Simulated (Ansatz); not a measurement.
Ga13N14H34⁺, a nanocrystal cut from wurtzite GaN (hydrogen-capped), 61 atoms. Hardware: 11 threads of AMD EPYC 7R13 on a shared host and a whole NVIDIA H100 80GB HBM3.

The 6-31G sets use Cartesian d functions. Single mean-field runs in 6-31G, def2-SVP, def2-TZVP are fitted with def2-universal-jkfit.

Task: How many basis functions does each of these Ansatz runs have, and roughly what does it cost? PBE0-D4/def2-SVP, charge 1 singlet, energy, from earlier orbitals; PBE-D4/def2-TZVP, charge 1 triplet at the geometry of the charge 1 singlet, energy, from earlier orbitals; BLYP-D4/def2-TZVP, charge 0 doublet at the geometry of the charge 1 singlet, energy, from earlier orbitals; PBE-D4/def2-TZVP, charge 1 singlet, energy and forces, from earlier orbitals; PBE-D4/def2-SVP, charge 1 singlet, energy, from earlier orbitals; r2SCAN-D4/def2-TZVP, charge 1 singlet, energy, from earlier orbitals; BLYP-D4/def2-TZVP, charge 2 doublet at the geometry of the charge 1 singlet, energy, from earlier orbitals; B3LYP-D4/6-31G, charge 1 singlet, energy; PBE-D4/def2-SVP, charge 1 singlet, relaxation, 6 steps; BLYP-D4/def2-TZVP, charge 1 singlet, energy and forces, from earlier orbitals; PBE0-D4/def2-TZVP, charge 0 doublet at the geometry of the charge 1 singlet, energy; PBE0-D4/def2-TZVP, charge 1 triplet at the geometry of the charge 1 singlet, energy.

Result: Other jobs shared the machine, so times can vary by a factor of up to 3.

```csv
run,functions,fitting or Cholesky vectors,wall time,peak host memory (GiB)
"B3LYP-D4/6-31G, charge 1 singlet, energy",571,5148,12 s,1.3
"r2SCAN-D4/def2-TZVP, charge 1 singlet, energy, from earlier orbitals",1262,5148,18 s,1.6
"PBE-D4/def2-SVP, charge 1 singlet, energy, from earlier orbitals",782,5148,19 s,1.4
"PBE-D4/def2-TZVP, charge 1 singlet, energy and forces, from earlier orbitals",1262,5148,19 s,1.7
"BLYP-D4/def2-TZVP, charge 1 singlet, energy and forces, from earlier orbitals",1262,5148,20 s,1.7
"PBE0-D4/def2-SVP, charge 1 singlet, energy, from earlier orbitals",782,5148,20 s,1.3
"BLYP-D4/def2-TZVP, charge 0 doublet at the geometry of the charge 1 singlet, energy, from earlier orbitals",1262,5148,23 s,1.9
"BLYP-D4/def2-TZVP, charge 2 doublet at the geometry of the charge 1 singlet, energy, from earlier orbitals",1262,5148,33 s,2.2
"PBE-D4/def2-SVP, charge 1 singlet, relaxation, 6 steps",782,5148,33 s,1.5
"PBE-D4/def2-TZVP, charge 1 triplet at the geometry of the charge 1 singlet, energy, from earlier orbitals",1262,5148,36 s,2.3
"PBE0-D4/def2-TZVP, charge 0 doublet at the geometry of the charge 1 singlet, energy",1262,5148,41 s,2.1
"PBE0-D4/def2-TZVP, charge 1 triplet at the geometry of the charge 1 singlet, energy",1262,5148,2.2 min,2.4
```
